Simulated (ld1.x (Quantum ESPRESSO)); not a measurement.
## Before and after: ultrasoft potential for caesium

ld1.x (Quantum ESPRESSO) 7.5 input, shortened:

```
&input
   title='Cs', zed=55., rel=1, dft='PBESOL', iswitch=3,
   config='[Xe] 5d0 6s1 6p0'
 /
 &inputp
   pseudotype=3, tm=.true., lloc=-2, rcloc=3.60,
   nlcc=.true., rcore=3.00,
   which_augfun='PSQ', rmatch_augfun_nc=.true.
 /
6
5S  1  0   2.00   0.00  2.30  3.10  0.0
6S  2  0   1.00   0.00  2.30  3.10  0.0
5P  2  1   6.00   0.00  2.85  3.30  0.0
6P  3  1   0.00   0.00  2.85  3.30  0.0
5D  3  2   0.00   0.00  4.40  4.80  0.0
5D  3  2   0.00   3.05  4.40  4.80  0.0
 &test
   configts(1)='5s2 5p6 5d0 6s1 6p0'
 /
```

Change: waves 5s (bound): rcut 2.30, rcutus 2.72 bohr; 6s (bound): rcut 2.30, rcutus 2.72 bohr.

Cutoffs: the cutoffs (Ry, on a coarse ladder) from which the occupation-weighted sum of valence levels, in a spherical-Bessel basis at the reference potential, stays within 10 and 1 mRy of its value at 400 Ry; they do not see the model core or the augmentation charge, which bear on the density cutoff. Errors are all-electron minus pseudo energies relative to the spin-unpolarised reference configuration.

What does the change do?

Both files are so soft that the ladder of cutoffs tells neither apart; of the 7 tests that both files solve, the error grows in 5 and shrinks in 1 by more than 15 % and 0.3 meV (median size 3.4 → 5.7 meV); neither file shows a bound ghost.

| quantity | base | changed |
| --- | --- | --- |
| cutoff, loose | 8 Ry | 8 Ry |
| cutoff, tight | 12 Ry | 12 Ry |
| bound ghosts | none | none |
| error for 5s2 5p6 5d0 6s0 6p0, meV [ΔE 3.79 eV] | -0.4 | -3.2 |
| error for 5s2 5p6 5d0 6s0.5 6p0, meV [ΔE 1.46 eV] | -0.1 | -0.3 |
| error for 5s2 5p6 5d0 6s0 6p1, meV [ΔE 1.35 eV] | -1.4 | -0.4 |
| error for 5s2 5p5 5d0 6s1 6p0, meV [ΔE 17.89 eV] | -195 | -291 |
| error for 5s2 5p6 5d1 6s0 6p0, meV [ΔE 1.66 eV] | -11 | -20 |
| error for 5s1 5p6 5d0 6s1 6p0, meV [ΔE 31.74 eV] | -74 | -224 |
| error for 5s2 5p6 5d0.5 6s0.5 6p0, meV [ΔE 0.84 eV] | -3.4 | -5.7 |
| s: phases at 5.20 bohr within 0.05 rad from the reference energy up to (Ry; the scan ends near 5) | 3.4 | 3.8 |
| p: phases at 5.20 bohr within 0.05 rad from the reference energy up to (Ry; the scan ends near 5) | 1.6 | 1.6 |
| d: phases at 5.20 bohr within 0.05 rad from the reference energy up to (Ry; the scan ends near 5) | 0.1 | 0.1 |
| lowest overlap eigenvalue by channel | s 0.09, p 0.10, d 1.00 | s 0.15, p 0.10, d 1.00 |
